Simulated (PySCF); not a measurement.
PySCF job for W(O)2(Cl)(SH) (ClHO2SW), SMILES [O]=[W](=[O])([SH])[Cl], multiplicity 1, PBE-D3(BJ)/def2-SVP. The structure is a stationary point at PBE-D3(BJ)/def2-SVP. The spin state was assumed, not searched. The structure was generated by enumeration; whether it is a known compound was not checked. The def2 effective core potentials stand for the cores of W; spin–orbit coupling is left out. One conformer was computed; it need not be the lowest.

```python
import numpy as np
from pyscf import gto, scf, dft, df
from pyscf.hessian import thermo

mol = gto.M(
    atom='''
    W     0.20180377   -0.05992214    0.05889576
    O     1.32647428   -0.85015281   -0.97528244
    O     0.83440550   -0.05423083    1.65658582
    Cl   -0.15792133    2.08112796   -0.67265735
    S    -1.74088861   -1.37328812    0.17310523
    H    -1.68163722   -1.73725819   -1.14322228
    ''',
    basis='def2-SVP',
    ecp={'W': 'def2-svp'},
    charge=0,
    spin=0,
    max_memory=1600,
    verbose=3,
)
mf = dft.RKS(mol, xc='pbe').density_fit(auxbasis='def2-universal-jkfit')
mf.disp = 'd3bj'
mf.grids.level = 3
mf.conv_tol = 1e-11
mf.max_cycle = 100
mf.kernel()

# [left out here: the lines that compute and print the analytic Hessian (its translational invariance restored by hand, since the grid's response is missing), thermochemistry and intensities]
```

It prints:

```
converged SCF energy = -1075.90629459569

WARN: DFTD3 does not support analytical Hessian, using finite difference


WARN: Mole.unit (angstrom) is changed to Bohr

Mode                                 0                   1                   2
Irrep
Freq [cm^-1]                      109.0910            145.4983            176.4976
Reduced mass [au]                  24.3021             17.8164              4.5592
Force const [Dyne/A]                0.1704              0.2222              0.0837
Char temp [K]                     156.9576            209.3396            253.9407
Normal mode                   x     y     z       x     y     z       x     y     z
       0   W                -0.02  0.01 -0.01    0.01 -0.01 -0.03    0.00  0.01  0.00
       1   O                -0.02  0.01  0.00    0.09 -0.02  0.07    0.04  0.09 -0.02
       2   O                -0.02  0.01 -0.01   -0.11  0.04  0.01   -0.07 -0.16  0.03
       3  Cl                 0.10  0.04  0.01   -0.02  0.02  0.06   -0.00 -0.01 -0.05
       4   S                 0.04 -0.10  0.04   -0.01  0.03  0.07    0.02  0.00  0.04
       5   H                 0.03 -0.11  0.04   -0.09 -0.05  0.08   -0.27  0.31 -0.05
Mode                                 3                   4                   5
Irrep
Freq [cm^-1]                      209.0787            284.1986            313.8727
Reduced mass [au]                  17.2579              1.2597             16.5285
Force const [Dyne/A]                0.4445              0.0599              0.9594
Char temp [K]                     300.8177            408.8985            451.5930
Normal mode                   x     y     z       x     y     z       x     y     z
       0   W                 0.01  0.02 -0.00   -0.00 -0.00 -0.00    0.01 -0.00  0.00
       1   O                -0.09 -0.17  0.03   -0.00 -0.05  0.03   -0.09  0.02 -0.13
       2   O                -0.05 -0.09  0.02    0.03  0.07 -0.02   -0.12  0.08  0.06
       3  Cl                -0.04  0.03 -0.00    0.00  0.00  0.02    0.01 -0.05  0.02
       4   S                 0.05 -0.01 -0.01    0.02 -0.03 -0.01    0.05  0.03 -0.00
       5   H                 0.07 -0.01 -0.00   -0.41  0.74 -0.25    0.03  0.07 -0.01
Mode                                 6                   7                   8
Irrep
Freq [cm^-1]                      392.2283            405.6839            615.9037
Reduced mass [au]                  16.3281             37.4089              1.0849
Force const [Dyne/A]                1.4800              3.6274              0.2425
Char temp [K]                     564.3293            583.6889            886.1483
Normal mode                   x     y     z       x     y     z       x     y     z
       0   W                -0.03 -0.01 -0.00    0.00 -0.03  0.01   -0.00 -0.00  0.00
       1   O                 0.03  0.01  0.05   -0.00  0.02 -0.03   -0.01 -0.00  0.01
       2   O                 0.04 -0.02 -0.03   -0.01  0.04  0.02    0.01  0.01  0.01
       3  Cl                 0.01 -0.02  0.01   -0.02  0.13 -0.04   -0.00  0.00 -0.00
       4   S                 0.12  0.08 -0.00    0.02  0.02 -0.00    0.03  0.01 -0.03
       5   H                 0.17  0.05  0.01    0.03  0.03 -0.01   -0.83 -0.48  0.08
Mode                                 9                  10                  11
Irrep
Freq [cm^-1]                      965.2742            995.5435           2593.5369
Reduced mass [au]                  17.3382             16.9350              1.0381
Force const [Dyne/A]                9.5182              9.8891              4.1142
Char temp [K]                    1388.8147           1432.3655           3731.5221
Normal mode                   x     y     z       x     y     z       x     y     z
       0   W                 0.01 -0.01 -0.02   -0.02  0.01 -0.01   -0.00 -0.00 -0.00
       1   O                -0.11  0.08  0.11    0.11 -0.08 -0.09    0.00 -0.00 -0.00
       2   O                 0.06  0.00  0.15    0.07 -0.00  0.16    0.00  0.00  0.00
       3  Cl                -0.00  0.00  0.00    0.00  0.00 -0.00   -0.00  0.00 -0.00
       4   S                -0.00 -0.00  0.00   -0.00 -0.00  0.00    0.00 -0.01 -0.03
       5   H                 0.02  0.03 -0.01    0.00  0.00 -0.00   -0.04  0.27  0.94
temperature 298.1500 [K]
pressure 101325.00 [Pa]
Rotational constants [GHz] 2.59021 1.56052 1.29394
Symmetry number 1
Zero-point energy (ZPE) 0.01642 [Eh]   43103.888 [J/mol]
                           tot       elec      trans        rot        vib
Entropy [J/mol/K]       364.780      0.000    179.214    119.284     66.283
Cv [J/mol/K]             90.384      0.000     12.472     12.472     65.441
Cp [J/mol/K]             98.699      0.000     20.786     12.472     65.441
Internal energy [J/mol]                      3718.434   3718.434  54154.540
Internal energy [Eh]   -1075.88284  -1075.90629
Enthalpy [J/mol]                             6197.391   3718.434  54154.540
Enthalpy [Eh]          -1075.88189
Gibbs free energy [J/mol]                  -47235.174 -31846.166  34392.408
Gibbs free energy [Eh] -1075.92332
mode   freq/cm-1   IR/(km/mol)
   1      109.09         0.116
   2      145.50         2.478
   3      176.50         5.085
   4      209.08         4.060
   5      284.20        17.973
   6      313.87         0.174
   7      392.23        16.872
   8      405.68        52.722
   9      615.90        17.169
  10      965.27       116.751
  11      995.54        67.071
  12     2593.54         8.127
max |gradient| / (hartree/bohr): 0.00010233415306030075
APT charges: [ 1.6979 -0.5533 -0.5377 -0.4104 -0.2866  0.0901]
```

Self-consistency was reached.
